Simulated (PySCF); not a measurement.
Atom-mapped SMILES (the numbers label the heavy atoms): `[F:1][CH:2]([F:3])[c:4]1[cH:5][cH:6][cH:7][cH:8][n:9]1` (H(Xn): hydrogen on atom n).

GIAO PBE0/pcSseg-1 shifts (PySCF, gas phase, non-relativistic, equivalent atoms averaged), each against references optimised in the same way as the molecule (CFCl3, TMS, NH3).

On the GFN2-xTB geometry: F1/F3 -123.3, C4 161.5, C8 154.5, C6 143.3, C7 130.5, C5 128.1, C2 124.0, N9 352.5, H(C8) 8.94, H(C6) 8.19, H(C5) 8.11, H(C7) 7.56, H(C2) 7.05 ppm.

Problem. What changes on the PBE0-D3(BJ)/def2-SVP geometry?

Solution. 
```csv
atoms,δ (ppm),change
F1/F3,-121.9,+1.4
C4,160.8,-0.7
C8,154.4,-0.1
C6,142.7,-0.6
C7,130.4,-0.1
C5,127.0,-1.1
C2,119.9,-4.1
N9,353.7,+1.2
H(C8),8.74,-0.20
H(C6),7.96,-0.23
H(C5),7.89,-0.22
H(C7),7.36,-0.20
H(C2),6.62,-0.43
```

Unscaled 19F shifts against computed CFCl3 carry errors that often reach 10 to 50 ppm.

Bonds between heavy atoms that differ most (equivalent bonds averaged): C8–N9 1.321 → 1.331 Å, C6–C7 1.385 → 1.394 Å, C4–C5 1.389 → 1.397 Å, C7–C8 1.388 → 1.394 Å, F1–C2 1.358 → 1.353 Å. Mean change of bonds to hydrogen: C–H +0.011 Å.
